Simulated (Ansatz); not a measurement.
Basis-set extrapolation for `CC[Si]Cl` (PBE0-D4/def2-TZVP geometry, frozen core, Ansatz 0.2.0). Multiplicity 1, RHF reference.

|  | def2-TZVPP | def2-QZVPP |
| --- | --- | --- |
| HF | -827.138369 | -827.163413 |
| MP2 correlation | -0.642315 | -0.692239 |
| CCSD(T) correlation | -0.723616 | not run |

Energies in hartree. Use E(X) = E(∞) + A·exp(−7.88·√X) for Hartree–Fock and E(X) = E(∞) + B·X^(−2.97) for correlation, with X = 3 and 4, and add CCSD(T) minus MP2 of the smaller set to the MP2 limit.

Question: What is the CCSD(T) energy at the basis-set limit?

Answer: HF limit: -827.163413 + (-0.025044) × 0.13774 = -827.16686. MP2 limit: -0.692239 + (-0.049924) × 0.74074 = -0.72922. Higher-order term: -0.723616 − (-0.642315) = -0.08130. Total: -827.97738 hartree, 303.0 kJ/mol below CCSD(T)/def2-TZVPP.
